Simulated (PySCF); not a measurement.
C₅H₆N, SMILES c1cc[nH+]cc1, charge +1.

Coordinates come from a PBE0-D3(BJ)/def2-SVP optimisation. The isomer is the one that the SMILES or the coordinates give; other isomers of the formula were not compared.

These are TDA-PBE0/def2-SVPD (PySCF 2.14.0) values and carry that method's errors.

Vertical excitations. Gas-phase values at a fixed geometry. State labels are in the subgroup C2v.

Task: Estimate the UV-visible absorptions. (Estimate from the structure and the level; the computed values follow.)

Result: 
```
state  symmetry  energy (eV)  λ (nm)      f                          main pairs
-----  --------  -----------  ------  -----  ----------------------------------
S1           B2         5.79     214  0.105  HOMO→LUMO 76 %, HOMO−1→LUMO+1 20 %
S2           A1         6.56     189  0.001  HOMO−1→LUMO 55 %, HOMO→LUMO+1 42 %
S3           B1         7.16     173  0.003                    HOMO−2→LUMO 99 %
S4           A2         7.27     171  0.000                    HOMO−3→LUMO 99 %
S5           B2         8.12     153  0.644  HOMO−1→LUMO+1 74 %, HOMO→LUMO 18 %
S6           A2         8.13     153  0.000                  HOMO−2→LUMO+1 98 %
S7           A2         8.14     152  0.000                    HOMO→LUMO+2 99 %
S8           A1         8.18     152  0.830  HOMO→LUMO+1 52 %, HOMO−1→LUMO 39 %
S9           B1         8.27     150  0.008                  HOMO−3→LUMO+1 99 %
S10          B1         9.07     137  0.002                  HOMO−1→LUMO+2 98 %
T1           B2         4.05     306      0                      HOMO→LUMO 99 %
T2           A1         4.41     281      0  HOMO→LUMO+1 49 %, HOMO−1→LUMO 47 %
T3           A1         4.80     259      0  HOMO−1→LUMO 51 %, HOMO→LUMO+1 48 %
T4           B2         5.88     211      0                  HOMO−1→LUMO+1 96 %
```
Triplets are in the Tamm–Dancoff approximation.
